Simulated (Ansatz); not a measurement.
Reaction (hydrogenolysis of the Si–C bond): `C[Si](C)(O)P` + H₂ → `C[SiH](O)P` + CH₄

Computed with Ansatz on PBE0-D4/def2-TZVP structures; ΔE is electronic, products minus reactants. CCSD(T)/CBS adds triple-zeta CCSD(T) − MP2 to the extrapolated MP2 energy (def2 sets, frozen cores). This one scheme is used for every species. DFT in def2-TZVPP. B3LYP here is the variant with VWN-RPA as its local correlation; programs differ in this. One conformer a species, not always the lowest.

```json
{"level": "PBE-D4", "ΔE (kJ/mol)": "-21.1", "difference from CCSD(T)/CBS": "0.3"}
{"level": "PBE0-D4", "ΔE (kJ/mol)": "-22.9", "difference from CCSD(T)/CBS": "-1.5"}
{"level": "B3LYP-D4", "ΔE (kJ/mol)": "-24.7", "difference from CCSD(T)/CBS": "-3.3"}
{"level": "ωB97M-V", "ΔE (kJ/mol)": "-21.3", "difference from CCSD(T)/CBS": "0.1"}
{"level": "r2SCAN", "ΔE (kJ/mol)": "-23.6", "difference from CCSD(T)/CBS": "-2.2"}
{"level": "PBE0", "ΔE (kJ/mol)": "-29.6", "difference from CCSD(T)/CBS": "-8.2"}
{"level": "CCSD/def2-TZVPP", "ΔE (kJ/mol)": "-27.5", "difference from CCSD(T)/CBS": "-6.1"}
{"level": "CCSD(T)/def2-TZVPP", "ΔE (kJ/mol)": "-23.4", "difference from CCSD(T)/CBS": "-2.0"}
{"level": "SCS-MP2/def2-QZVPP", "ΔE (kJ/mol)": "-23.9", "difference from CCSD(T)/CBS": "-2.5"}
{"level": "MP2/CBS(def2)", "ΔE (kJ/mol)": "-16.2", "difference from CCSD(T)/CBS": "5.2"}
{"level": "CCSD(T)/CBS", "ΔE (kJ/mol)": "-21.4", "difference from CCSD(T)/CBS": "0"}
```

Largest T1 diagnostic among the species: 0.012.

The D4 term adds +11.7 kJ/mol with B3LYP and +6.6 kJ/mol with PBE0; it sums over pairs of atoms, weighted by their polarisabilities, and B3LYP, whose exchange is more repulsive, gets the larger term. In def2-TZVPP, CCSD(T) changes the Hartree–Fock value by +23.4 kJ/mol (the triples alone add +4.1 kJ/mol) and MP2 by +28.5 kJ/mol.
